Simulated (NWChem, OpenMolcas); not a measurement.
Exact exchange and the dipole moment of NaBr

NaBr: 2 atoms, total charge 0, spin state singlet. SMILES: `[Na][Br]`. The coordinates come from a PBE0-D4/def2-TZVP relaxation.

The dipole moment y, in D, basis cc-pVTZ; a is the functional's share of exact exchange. Programs: NWChem 7.3.0, OpenMolcas 26.06.

| functional | program | a | y (D) |
| --- | --- | --- | --- |
| revPBE | OpenMolcas | 0 | 8.51 |
| BLYP | OpenMolcas | 0 | 8.37 |
| TPSSh | NWChem | 0.1 | ? |
| B3LYP | OpenMolcas | 0.2 | 8.72 |
| PBE0 | OpenMolcas | 0.25 | 8.88 |
| BHLYP | OpenMolcas | 0.5 | 9.02 |

Problem. Fit y = c + s·a to the known rows and predict TPSSh.

Solution. 
1. Means of the 5 rows: a = 0.1900, y = 8.700.
2. Σ(Δa)² = 0.172, Σ(Δa·Δy) = 0.209, so the slope is 0.209/0.172 = 1.2151.
3. Intercept: 8.700 − (1.2151) × 0.1900 = 8.469. The largest residual of the fit is 0.11.
4. TPSSh: 8.469 + (1.2151) × 0.1 = 8.59 D.

The run gave 8.83 D, so the prediction is off by -0.24 D, more than the scatter of the fit. More exact exchange makes the molecule more polar here. The rows mix families of semi-local functionals, which the line can't see.
